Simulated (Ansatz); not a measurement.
cis-NiH2(PH3)2 (NiP2H8). Total charge 0; singlet. Geometry PBE0-D4/def2-SVP, basis def2-TZVP, Ansatz.

| atom | x (Å) | y (Å) | z (Å) |
| --- | --- | --- | --- |
| Ni1 | -0.039 | -0.486 | -0.664 |
| P2 | -1.704 | 0.571 | 0.120 |
| P3 | 1.738 | -0.152 | 0.448 |
| H4 | 0.698 | -1.371 | -1.563 |
| H5 | -0.892 | -1.037 | -1.715 |
| H6 | -1.712 | 1.436 | 1.258 |
| H7 | -2.847 | -0.184 | 0.504 |
| H8 | -2.390 | 1.466 | -0.747 |
| H9 | 2.867 | 0.367 | -0.244 |
| H10 | 2.398 | -1.285 | 0.999 |
| H11 | 1.883 | 0.677 | 1.604 |

| run | HOMO (eV) | LUMO (eV) |
| --- | --- | --- |
| A | -5.84 | -0.85 |
| B | -6.10 | -0.63 |
| C | -4.50 | -1.48 |
| D | -4.56 | -1.31 |

B3LYP takes the VWN-RPA correlation. No other spin state of charge 0 was run.

Q: The runs used B3LYP, PBE, PBE0, r2SCAN. Estimate which is which.

A: A B3LYP (20 % exact exchange); B PBE0 (25 % exact exchange); C PBE (0 % exact exchange); D r2SCAN (0 % exact exchange). Exact exchange lowers occupied and raises empty levels; among semilocal functionals meta-GGAs tend to open the gap a little, and such runs are hard to tell apart. The gap grows from 3.02 eV (PBE) to 5.47 eV (PBE0). The restricted singlet is unstable towards broken spin symmetry in Hartree–Fock (as tested in another run); at B3LYP-D4/def2-TZVP, PBE0-D4/def2-TZVP, r2SCAN-D4/def2-TZVP this wasn't settled.
